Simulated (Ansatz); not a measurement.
InH2Et (C2H7In), 10 atoms. Hardware: 2 threads of Arm Neoverse V1 on a shared host.

In the def2 sets In takes a core potential; there is no spin–orbit coupling. Correlated methods freeze 6 core orbitals; core or outer-core shells of In are correlated, in sets that lack core-valence functions.

Task: How many basis functions does each of these Ansatz runs have, and roughly what does it cost? RPA@PBE/def2-TZVP, charge 0 singlet, energy, from earlier orbitals; ωB97X-V/def2-TZVP, charge 0 singlet, energy, from earlier orbitals; PBE0-D4/def2-SVP, charge 0 singlet, energy with a search over starts; B2PLYP/def2-TZVP, charge 0 singlet, energy, from earlier orbitals; PBE-D4/def2-SVP, charge 0 singlet, energy, from earlier orbitals; PBE0-D4/def2-SVP, charge 0 singlet, energy, from earlier orbitals; PBE-D4/def2-TZVP, charge 0 singlet, energy and forces, from earlier orbitals; r2SCAN-D4/def2-SVP, charge 0 singlet, relaxation, 28 steps; PBE0-D4/def2-TZVP, charge 0 singlet, energy, from earlier orbitals; r2SCAN-D4/def2-TZVP, charge 0 singlet, energy, from earlier orbitals; revPBE-D4/def2-TZVP, charge 0 singlet, energy, from earlier orbitals; CCSD(T)/def2-TZVP, charge 0 singlet, energy, from earlier orbitals.

Result: Other jobs shared the machine, so times can vary by a factor of up to 3. A dash marks memory too small to be measured apart from the calling script's.

| run | functions | fitting or Cholesky vectors | wall time | peak host memory (GiB) |
| --- | --- | --- | --- | --- |
| PBE-D4/def2-SVP, charge 0 singlet, energy, from earlier orbitals | 89 | 1038 | 1.1 s | – |
| PBE0-D4/def2-SVP, charge 0 singlet, energy, from earlier orbitals | 89 | 1089 | 1.4 s | – |
| PBE0-D4/def2-SVP, charge 0 singlet, energy with a search over starts | 89 | 1089 | 1.9 s | – |
| revPBE-D4/def2-TZVP, charge 0 singlet, energy, from earlier orbitals | 154 | 1056 | 2 s | – |
| PBE-D4/def2-TZVP, charge 0 singlet, energy and forces, from earlier orbitals | 154 | 1056 | 2.6 s | – |
| PBE0-D4/def2-TZVP, charge 0 singlet, energy, from earlier orbitals | 154 | 1149 | 2.7 s | – |
| r2SCAN-D4/def2-TZVP, charge 0 singlet, energy, from earlier orbitals | 154 | 1056 | 4.1 s | – |
| B2PLYP/def2-TZVP, charge 0 singlet, energy, from earlier orbitals | 154 | 1229 | 4.3 s | – |
| RPA@PBE/def2-TZVP, charge 0 singlet, energy, from earlier orbitals | 154 | 1229 | 4.9 s | – |
| ωB97X-V/def2-TZVP, charge 0 singlet, energy, from earlier orbitals | 154 | 1120 | 8.5 s | – |
| CCSD(T)/def2-TZVP, charge 0 singlet, energy, from earlier orbitals | 154 | 1229 | 37 s | 1.3 |
| r2SCAN-D4/def2-SVP, charge 0 singlet, relaxation, 28 steps | 89 | 1038 | 79 s | – |
